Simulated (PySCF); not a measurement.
GeFCl, SMILES [F][Ge][Cl] (connectivity only; charge and spin as stated), neutral, multiplicity 1.

The structure is a stationary point at r2SCAN-D4/def2-TZVP.

Computed with TDA-CAM-B3LYP/def2-SVPD (PySCF 2.14.0).

Vertical excitations. The molecule is in vacuum. State labels are in the subgroup Cs.

| state | symmetry | energy (eV) | λ (nm) | f | main pairs |
|---|---|---|---|---|---|
| S1 | A" | 4.71 | 263 | 0.060 | HOMO→LUMO 97 % |
| S2 | A" | 5.28 | 235 | 0.005 | HOMO−1→LUMO 98 % |
| S3 | A' | 5.96 | 208 | 0.015 | HOMO−2→LUMO 89 % |
| S4 | A' | 7.46 | 166 | 0.112 | HOMO→LUMO+2 50 %, HOMO→LUMO+1 33 % |
| S5 | A" | 7.60 | 163 | 0.028 | HOMO−3→LUMO 86 % |
| S6 | A' | 7.68 | 161 | 0.442 | HOMO→LUMO+2 38 %, HOMO→LUMO+1 38 %, HOMO−1→LUMO+2 14 % |
| S7 | A' | 7.93 | 156 | 0.066 | HOMO−1→LUMO+1 83 % |
| S8 | A" | 7.97 | 156 | 0.001 | HOMO−5→LUMO 84 % |
| S9 | A" | 8.10 | 153 | 0.029 | HOMO−2→LUMO+1 83 % |
| S10 | A' | 8.40 | 148 | 0.036 | HOMO→LUMO+3 50 %, HOMO−4→LUMO 31 %, HOMO−1→LUMO+1 8 % |
| T1 | A" | 3.19 | 389 | 0 | HOMO→LUMO 95 % |
| T2 | A" | 5.11 | 243 | 0 | HOMO−1→LUMO 97 % |
| T3 | A' | 5.13 | 242 | 0 | HOMO−2→LUMO 98 % |
| T4 | A' | 5.86 | 211 | 0 | HOMO→LUMO+1 91 % |
Triplets are in the Tamm–Dancoff approximation.
